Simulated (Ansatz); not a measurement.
`[CH3][In]([F])[I]` + `N1[SiH2][AsH]1` → `C[As]1N[SiH2]1` + `[F][InH][I]` at 500 K and 1 bar (substitution at a C–In bond).

Calculated with Ansatz (gas phase, PBE0-D4/def2-TZVP geometries, no zero-point term in ΔE). CCSD(T)/CBS adds triple-zeta CCSD(T) − MP2 to the extrapolated MP2 energy (def2 sets, frozen cores). Elements past krypton have def2 core potentials. For As, I, In outer-core shells are correlated without core-valence functions, which leaves a few kJ/mol of doubt a bond. Scalar relativity is left out up to krypton.

```json
{"species": "`[CH3][In]([F])[I]`", "CCSD(T)/CBS energy (Eh)": "-626.99744", "H − E (kJ/mol)": "140.8", "S (J/(mol·K))": "438.1"}
{"species": "`N1[SiH2][AsH]1`", "CCSD(T)/CBS energy (Eh)": "-2581.17641", "H − E (kJ/mol)": "138.4", "S (J/(mol·K))": "340.1"}
{"species": "`C[As]1N[SiH2]1`", "CCSD(T)/CBS energy (Eh)": "-2620.44340", "H − E (kJ/mol)": "225.6", "S (J/(mol·K))": "396.4"}
{"species": "`[F][InH][I]`", "CCSD(T)/CBS energy (Eh)": "-587.72167", "H − E (kJ/mol)": "50.9", "S (J/(mol·K))": "363.3"}
```

H − E and S are ideal-gas, rigid-rotor, harmonic terms from PBE0-D4/def2-TZVP, for one conformer and one mirror image of each species. 1 Eh = 2625.50 kJ/mol, R = 8.31446 J/(mol·K).

Question: By hand: ΔE, ΔH, ΔS and ΔG.

Answer: ΔE = (-2620.44340) + (-587.72167) − (-626.99744) − (-2581.17641) = 0.00878 Eh = 23.1 kJ/mol. Δ(H − E) = 225.6 + 50.9 − 140.8 − 138.4 = -2.7, so ΔH = 20.4 kJ/mol. ΔS = 396.4 + 363.3 − 438.1 − 340.1 = -18.5 J/(mol·K). ΔG = 20.4 − 500 × (-18.5)/1000 = 29.6 kJ/mol.

Question: By hand: the equilibrium constant, and the temperature at which ΔG would vanish if ΔH and ΔS stayed fixed.

Answer: log₁₀ K = −ΔG/(RT ln 10) = -3.1. ΔH and −TΔS have one sign here, so there is no such temperature.

TΔS isn't small against ΔH here. A doubt of 5 kJ/mol in ΔE shifts log₁₀ K by 0.5 here. Other conformers and mirror images would add mixing entropy, several J/(mol·K) or more a flexible species. Modes under 60 cm⁻¹, often nearly free rotors, make the harmonic entropy too high. These are equilibria of isolated gas molecules and say nothing of rates. Largest T1 diagnostic: 0.014 (customary marks: 0.02 for closed shells, 0.045 for open ones).
